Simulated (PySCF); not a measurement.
CH11NOSi3, SMILES [SiH3]NC[Si@@H](O)[SiH3].

Geometry optimised at B3LYP-D3(BJ)/def2-SVP. The structure was generated by enumeration; whether it is a known compound was not checked. One conformer was computed; it need not be the lowest.

Method: PySCF with TDA-PBE/def2-SVPD.

Vertical excitations. The molecule is in vacuum.

```
state  energy (eV)  λ (nm)      f        main pairs
-----  -----------  ------  -----  ----------------
S1            4.14     300  0.019    HOMO→LUMO 99 %
S2            4.86     255  0.008  HOMO→LUMO+1 99 %
S3            5.10     243  0.000  HOMO→LUMO+2 88 %
S4            5.20     238  0.013  HOMO→LUMO+3 88 %
S5            5.51     225  0.052  HOMO→LUMO+4 98 %
S6            5.65     220  0.010  HOMO−1→LUMO 94 %
T1            4.01     309      0   HOMO→LUMO 100 %
T2            4.73     262      0  HOMO→LUMO+1 99 %
```
Triplets are in the Tamm–Dancoff approximation.
